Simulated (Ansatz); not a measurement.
Cartesian coordinates in Å:
```
C 0.423 -1.210 -1.040
Al -0.326 0.147 0.132
N 0.471 1.393 1.146
Zn -1.231 1.929 1.685
S -2.495 0.513 0.551
H 1.166 -0.775 -1.715
H -0.350 -1.691 -1.643
H 0.927 -1.985 -0.456
H 1.415 1.678 1.339
```

Charge 0, multiplicity 1.

Q: List the CAM-B3LYP/def2-TZVPP orbital energies in eV (the Gaussian-basis code of Ansatz). (Estimate.)

A: Computed: Occupied: -9452.06, -2418.50, -1525.96, -1151.10, -1014.54, -1014.53, -1014.45, -390.31, -278.02, -216.53, -161.07, -161.02, -160.96, -134.09, -113.99, -90.42, -90.38, -90.21, -74.71, -74.57, -74.52, -23.29, -20.66, -20.16, -16.71, -16.41, -16.36, -16.23, -16.19, -13.78, -12.57, -12.55, -11.35, -9.81, -9.03, -8.98, -8.74, -7.69. Lowest empty: -1.88, 0.87, 1.07, 1.34, 1.77, 2.61, 2.85, 3.29.
